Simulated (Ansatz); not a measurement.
Total energies of C2H6ClFHfIN (`C[N](C)[Hf]([F])([Cl])[I]`).

```xyz
13

C    -0.697    0.857    0.925
N    -0.109   -0.173    0.093
C    -0.392   -1.515    0.542
Hf    0.966    0.457   -1.452
F     1.470   -1.101   -2.403
Cl   -0.387    1.904   -2.724
I     3.124    1.775   -0.419
H    -1.791    0.774    0.946
H    -0.320    0.799    1.953
H    -0.454    1.858    0.547
H    -0.004   -1.681    1.555
H    -1.473   -1.704    0.561
H     0.068   -2.250   -0.122
```

The species carries charge 0 and has multiplicity 1. Correlated methods include outer-core shells of Hf, I, which these sets cover unevenly. Hf, I: def2 effective core potential. All single points use the PBE0-D4/def2-TZVP geometry. It is one conformer, not always the lowest. Basis def2-TZVPP, Ansatz 0.2.0.

RPA on PBE orbitals: Hartree–Fock energy of these orbitals -1037.05877 Eh, correlation -2.68460 Eh (frozen core).

```
             functional  energy without D4 (Eh)  D4 term (kJ/mol)
            LDA (SPW92)             -1036.89814                 –
                 revPBE             -1040.66603             -88.9
                 r2SCAN             -1040.73558              -9.6
                   PBE0             -1040.33345             -31.5
HSE06 (plane-wave form)             -1040.31137             -30.0
                  BHLYP             -1040.46930             -51.0
              CAM-B3LYP             -1040.62313             -33.1
                LC-ωPBE             -1040.53209                 –
                ωB97M-V             -1040.53415                 –
                 B2PLYP             -1040.17516                 –
```

(1) Give the same for PBE, BLYP, B97M-V, B3LYP, r2SCANh, r2SCAN0, ωB97X-V, PBE-QIDH. (An estimate is asked.)

B3LYP takes the VWN-RPA correlation (the form of Gaussian; ORCA's B3LYP/G). HSE06 is the plane-wave form, built on full-range PBE exchange. The double hybrids freeze the cores in their second-order part.

## Answers

(1) Computed: 
```
functional  energy without D4 (Eh)  D4 term (kJ/mol)
       PBE             -1040.28870             -35.8
      BLYP             -1040.58883             -73.4
    B97M-V             -1040.57472                 –
     B3LYP             -1040.87266             -57.2
   r2SCANh             -1040.69382             -10.4
   r2SCAN0             -1040.63332             -11.6
   ωB97X-V             -1040.56570                 –
  PBE-QIDH             -1039.99428                 –
```

LC-ωPBE has ω = 0.4 bohr⁻¹.
